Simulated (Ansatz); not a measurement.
The inner images of a band of BH3O + BrH (7 atoms, charge 0, multiplicity 1) are given out of order.

Method: RKS PBE/def2-SVP in Ansatz 0.2.0.

Image 0:

```xyz
7
Properties=species:S:1:pos:R:3
B -0.119 -0.532 -0.043
O -0.433 0.211 1.056
H -1.129 -0.185 1.615
H 0.741 -0.080 -0.771
H -0.692 -1.589 -0.249
Br 0.667 3.278 1.956
H 0.214 1.951 1.577
```

Image 6:

```xyz
7
Properties=species:S:1:pos:R:3
B -0.013 0.350 0.049
O -0.138 -0.128 1.628
H -1.011 0.210 1.932
H 1.126 0.055 -0.257
H -0.939 -0.212 -0.502
Br -0.286 2.354 0.173
H 0.510 0.428 2.117
```

Task: Put them in order from the first end to the last, with their energies above the first end.
A.
```xyz
7
Properties=species:S:1:pos:R:3
B 0.016 0.038 0.173
O -0.068 -0.100 1.648
H -0.992 -0.251 1.926
H 1.125 -0.140 -0.273
H -1.003 -0.160 -0.455
Br 0.102 2.441 0.508
H 0.069 1.228 1.613
```
B.
```xyz
7
Properties=species:S:1:pos:R:3
B -0.071 -0.404 0.092
O -0.188 -0.203 1.438
H -1.095 -0.352 1.765
H 1.037 -0.245 -0.377
H -1.045 -0.714 -0.571
Br 0.321 3.178 1.187
H 0.289 1.795 1.605
```
C.
```xyz
7
Properties=species:S:1:pos:R:3
B 0.021 0.328 0.061
O -0.041 -0.059 1.678
H -0.983 -0.204 1.907
H 1.094 -0.079 -0.330
H -1.003 -0.128 -0.416
Br -0.013 2.363 0.186
H 0.174 0.835 2.054
```
D.
```xyz
7
Properties=species:S:1:pos:R:3
B -0.029 -0.267 0.196
O -0.148 -0.329 1.563
H -1.077 -0.354 1.861
H 1.104 -0.246 -0.237
H -1.019 -0.262 -0.513
Br 0.204 2.854 0.726
H 0.212 1.659 1.544
```
E.
```xyz
7
Properties=species:S:1:pos:R:3
B -0.103 -0.466 0.012
O -0.291 0.017 1.274
H -1.115 -0.294 1.695
H 0.905 -0.099 -0.554
H -0.923 -1.218 -0.485
Br 0.509 3.273 1.576
H 0.265 1.843 1.622
```

Result: E (+0.5 kcal/mol), B (+1.6 kcal/mol), D (+3.7 kcal/mol), A (+14.9 kcal/mol), C (+2.2 kcal/mol).

The run took 3.6 min on 1 thread of Arm Neoverse N1, on a shared host, peak memory 0.15 GiB.
